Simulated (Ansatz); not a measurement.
The cluster Be₁₀⁺. The state is a doublet with charge 1. Geometry PBE/def2-SVP; atoms count from 1.

```csv
atom,x (Å),y (Å),z (Å)
Be1,1.106,-0.814,1.167
Be2,-0.153,0.353,-1.760
Be3,-0.052,1.786,-0.232
Be4,-0.580,0.600,1.597
Be5,0.665,-1.486,-0.771
Be6,-0.901,-1.324,0.826
Be7,-1.403,-1.293,-1.244
Be8,1.634,0.371,-0.662
Be9,1.403,1.294,1.244
Be10,-1.719,0.514,-0.163
```

The structure comes from a short search, and lower isomers may exist.

Question: Estimate the Mulliken populations from the PBE0/def2-TZVP orbitals of Ansatz.

Answer: 
| atom | charge (e) | spin (α − β) |
| --- | --- | --- |
| Be1 | 0.12 | 0.12 |
| Be2 | 0.12 | 0.11 |
| Be3 | 0.12 | 0.12 |
| Be4 | 0.12 | 0.11 |
| Be5 | 0.12 | 0.11 |
| Be6 | 0.12 | 0.11 |
| Be7 | 0.02 | 0.04 |
| Be8 | 0.12 | 0.11 |
| Be9 | 0.02 | 0.04 |
| Be10 | 0.12 | 0.11 |
Mulliken values depend strongly on the basis.

Question: Where does the spin sit?

Answer: Summed by element: Be 1.00, of 1 unpaired in all. Largest on single atoms: Be3 0.12, Be1 0.12, Be10 0.11.

Question: And the Mayer bond orders between heavy atoms (over 0.3)?

Answer: Be1–Be4 0.41 (2.24 Å); Be1–Be5 0.53 (2.10 Å); Be1–Be6 0.53 (2.10 Å); Be1–Be8 0.41 (2.24 Å); Be1–Be9 0.50 (2.13 Å); Be2–Be3 0.53 (2.10 Å); Be2–Be5 0.41 (2.24 Å); Be2–Be7 0.50 (2.13 Å); Be2–Be8 0.53 (2.10 Å); Be2–Be10 0.41 (2.24 Å); Be3–Be4 0.41 (2.24 Å); Be3–Be8 0.41 (2.24 Å); Be3–Be9 0.50 (2.13 Å); Be3–Be10 0.53 (2.10 Å); Be4–Be6 0.53 (2.10 Å); Be4–Be9 0.50 (2.13 Å); Be4–Be10 0.53 (2.10 Å); Be5–Be6 0.41 (2.24 Å); Be5–Be7 0.50 (2.13 Å); Be5–Be8 0.53 (2.10 Å); Be6–Be7 0.50 (2.13 Å); Be6–Be10 0.41 (2.24 Å); Be7–Be10 0.50 (2.13 Å); Be8–Be9 0.50 (2.13 Å).
